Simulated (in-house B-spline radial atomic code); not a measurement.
RPA and G0W0 for Lu II (Lu+), [Xe] 4f14 6s2, as one setting changes: the radius of a hard wall (bohr). Start: PBE0. A dash marks a level of low quasi-particle weight. Computed with a B-spline radial code for spherical atoms: all electrons, scalar-relativistic (spin-free one-electron X2C), finite nucleus, each spin shell either full or empty, empty states to l = 9 with an (l + 1/2)⁻⁴ tail; G0W0 by contour deformation at full frequency.

Without the two-electron picture change, the correlation of inner shells comes somewhat too large for so heavy an element.

```
radius of a hard wall (bohr)  mean-field level (eV)  G0W0 level (eV)  RPA correlation (Eh)
                           4                 -2.832        6s -6.517               -6.4854
                           5                      ?                ?                     ?
                           6                      ?                ?                     ?
                           8                -11.565       6s -14.202               -6.3816
                          12                -11.661       6s -14.219                -6.379
```

(1) What belongs in the row for 5?

(2) What belongs in the row for 6?

Results:

(1) mean-field level (eV): -8.791; G0W0 level (eV): 6s -12.006; RPA correlation (Eh): -6.4141.

(2) mean-field level (eV): -10.694; G0W0 level (eV): 6s -13.604; RPA correlation (Eh): -6.3941.
